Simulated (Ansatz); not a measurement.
Reactions of GaH$_{5}$SSi (`S[SiH2][GaH2]`).

Isolated molecules relaxed with PBE0-D4/def2-TZVP in Ansatz; ΔE leaves out vibrations. CCSD(T)/CBS adds triple-zeta CCSD(T) − MP2 to the extrapolated MP2 energy (def2 sets, frozen cores). This one scheme is used for every species. Double bonds are as drawn, so ΔE can hold a change between cis and trans. For Ga outer-core shells are correlated without core-valence functions, which leaves a few kJ/mol of doubt a bond. Scalar relativity is left out up to krypton. Each species was taken in one conformer, which may not be the lowest.

```json
{"reaction": "`S[SiH2][GaH2]` + `[OH][AlH2]` → `[AlH2][O][SiH2]S` + `[GaH3]`", "CCSD/CBS(def2) (kJ/mol)": "-106", "MP2/CBS(def2) (kJ/mol)": "-107", "CCSD(T)/CBS(def2) (kJ/mol)": "-103"}
{"reaction": "`S[SiH2][GaH2]` + `B/C=C/O` → `B/C=C\\O[SiH2][GaH2]` + H₂S", "CCSD/CBS(def2) (kJ/mol)": "2", "MP2/CBS(def2) (kJ/mol)": "7", "CCSD(T)/CBS(def2) (kJ/mol)": "4"}
{"reaction": "`S[SiH2][GaH2]` + PH₃ → `P[SiH2][GaH2]` + H₂S", "CCSD/CBS(def2) (kJ/mol)": "33", "MP2/CBS(def2) (kJ/mol)": "35", "CCSD(T)/CBS(def2) (kJ/mol)": "32"}
{"reaction": "`S[SiH2][GaH2]` + `CNBCl` → `CN[SiH2][GaH2]` + `SBCl`", "CCSD/CBS(def2) (kJ/mol)": "81", "MP2/CBS(def2) (kJ/mol)": "81", "CCSD(T)/CBS(def2) (kJ/mol)": "81"}
{"reaction": "`S[SiH2][GaH2]` + `O[SiH](F)F` → `F[SiH](F)O[SiH2]S` + `[GaH3]`", "CCSD/CBS(def2) (kJ/mol)": "-97", "MP2/CBS(def2) (kJ/mol)": "-98", "CCSD(T)/CBS(def2) (kJ/mol)": "-93"}
{"reaction": "`S[SiH2][GaH2]` + CH₃NH₂ → `CN[SiH2][GaH2]` + H₂S", "CCSD/CBS(def2) (kJ/mol)": "14", "MP2/CBS(def2) (kJ/mol)": "17", "CCSD(T)/CBS(def2) (kJ/mol)": "15"}
```

Largest T1 diagnostic: 0.014, for `B/C=C\O[SiH2][GaH2]`.
